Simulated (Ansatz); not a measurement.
```xyz
15

C    -1.0110   -1.8745   -0.6746
C    -0.3348   -0.6214   -0.2069
C    -1.0636    0.5404    0.0301
C    -0.4454    1.7134    0.4346
C     0.9242    1.7141    0.6036
F     1.5323    2.8420    0.9977
C     1.6838    0.5831    0.3837
C     1.0437   -0.5781   -0.0202
H    -1.0529   -1.9149   -1.7675
H    -2.0369   -1.9338   -0.3066
H    -0.4776   -2.7644   -0.3357
H    -2.1405    0.5302   -0.1017
H    -1.0104    2.6180    0.6225
H     2.7560    0.6188    0.5326
H     1.6330   -1.4728   -0.1918
```

Charge 0, multiplicity 1.

**Question.** List the CAM-B3LYP/def2-TZVPP orbital energies in eV (Ansatz). (Estimate.)

**Answer.** The calculation gave: Occupied: -673.83, -281.10, -279.20, -279.07, -279.07, -279.05, -279.05, -278.79, -35.58, -26.02, -23.48, -22.92, -20.96, -19.23, -18.35, -16.91, -15.62, -14.95, -14.84, -13.97, -13.67, -13.49, -13.27, -12.17, -11.79, -11.59, -11.17, -8.78, -8.10. Lowest empty: 0.60, 1.05, 2.15, 2.77, 3.02, 3.55, 3.98, 4.18.
